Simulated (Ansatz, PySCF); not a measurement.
C₄H₂F₂, SMILES C#C/C(F)=C\F. Atoms are numbered in the order given.

```xyz
8

C     -0.9265     2.1593     0.0000
C     -0.2662     1.1424     0.0000
C      0.5107    -0.0445     0.0000
F      1.8382     0.1064     0.0000
C      0.0167    -1.2906     0.0000
F     -1.2837    -1.5183     0.0000
H     -1.5142     3.0593     0.0000
H      0.6505    -2.1806     0.0000
```

Coordinates come from a PBE0-D3(BJ)/def2-SVP optimisation. The structure was generated by enumeration; whether it is a known compound was not checked.

Two levels are set side by side: PBE-D3(BJ)/def2-SVP (Ansatz, a quantum-chemistry and plane-wave program) and PBE0-D3(BJ)/def2-SVP (Ansatz). Each level has its own optimised geometry; the coordinates shown are those of the second. Frequencies come from the Hessian of PySCF at each geometry. Differences are taken from unrounded values.

```json
[
 {"quantity": "mean bond length (Å)", "PBE0-D3(BJ)": "1.256", "PBE-D3(BJ)": "1.267", "PBE-D3(BJ) minus PBE0-D3(BJ)": "0.011"},
 {"quantity": "bond C1–C2 (Å)", "PBE0-D3(BJ)": "1.212", "PBE-D3(BJ)": "1.226", "PBE-D3(BJ) minus PBE0-D3(BJ)": "0.013"},
 {"quantity": "bond C2–C3 (Å)", "PBE0-D3(BJ)": "1.419", "PBE-D3(BJ)": "1.418", "PBE-D3(BJ) minus PBE0-D3(BJ)": "0.000"},
 {"quantity": "bond C3–F4 (Å)", "PBE0-D3(BJ)": "1.336", "PBE-D3(BJ)": "1.353", "PBE-D3(BJ) minus PBE0-D3(BJ)": "0.017"},
 {"quantity": "bond C3–C5 (Å)", "PBE0-D3(BJ)": "1.340", "PBE-D3(BJ)": "1.356", "PBE-D3(BJ) minus PBE0-D3(BJ)": "0.016"},
 {"quantity": "bond C5–F6 (Å)", "PBE0-D3(BJ)": "1.320", "PBE-D3(BJ)": "1.334", "PBE-D3(BJ) minus PBE0-D3(BJ)": "0.014"},
 {"quantity": "bond C1–H7 (Å)", "PBE0-D3(BJ)": "1.075", "PBE-D3(BJ)": "1.081", "PBE-D3(BJ) minus PBE0-D3(BJ)": "0.006"},
 {"quantity": "bond C5–H8 (Å)", "PBE0-D3(BJ)": "1.093", "PBE-D3(BJ)": "1.101", "PBE-D3(BJ) minus PBE0-D3(BJ)": "0.009"},
 {"quantity": "highest harmonic wavenumber (cm⁻¹)", "PBE0-D3(BJ)": "3487", "PBE-D3(BJ)": "3405", "PBE-D3(BJ) minus PBE0-D3(BJ)": "-82"},
 {"quantity": "mean harmonic wavenumber (cm⁻¹)", "PBE0-D3(BJ)": "1141", "PBE-D3(BJ)": "1093", "PBE-D3(BJ) minus PBE0-D3(BJ)": "-49"},
 {"quantity": "zero-point energy (kcal/mol)", "PBE0-D3(BJ)": "29.37", "PBE-D3(BJ)": "28.11", "PBE-D3(BJ) minus PBE0-D3(BJ)": "-1.25"}
]
```

Exact exchange shortens and stiffens bonds; PBE has none. Differences between two approximate levels are no errors against the true value.
